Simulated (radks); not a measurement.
Ce4+, configuration [Xe]. All-electron calculation, scalar-relativistic Kohn-Sham, BLYP, spin-polarised, spherical densities, finite nucleus; Fermi nuclear charge, rms radius 4.8771 fm. Program: a radial shooting solver on a logarithmic mesh with Libxc functionals. Some entries of the table are withheld. Estimate them.

orbital  occ.  eigenvalue (eV)  <r^2> (bohr^2)
1s          2              (1)       0.0008208
2s          2        -6492.869         0.01306
2p          6        -5820.292         0.01041
3s          2        -1433.985         0.08875
3p          6        -1220.078             (2)
3d         10              (3)         0.07583
4s          2        -325.1857          0.4552
4p          6        -255.0686          0.5126
4d         10              (4)          0.6286
5s          2         -78.6615           2.380
5p          6         -59.8296             (5)
4f          0         -47.0098           1.164
5d          0         -35.3414           5.185
6s          0         -29.8165           10.64
6p          0         -24.3271           13.65

Answer. 
(1) 1s eigenvalue (eV): -40315.52
(2) 3p <r^2> (bohr^2): 0.08876
(3) 3d eigenvalue (eV): -915.9431
(4) 4d eigenvalue (eV): -154.0369
(5) 5p <r^2> (bohr^2): 3.037
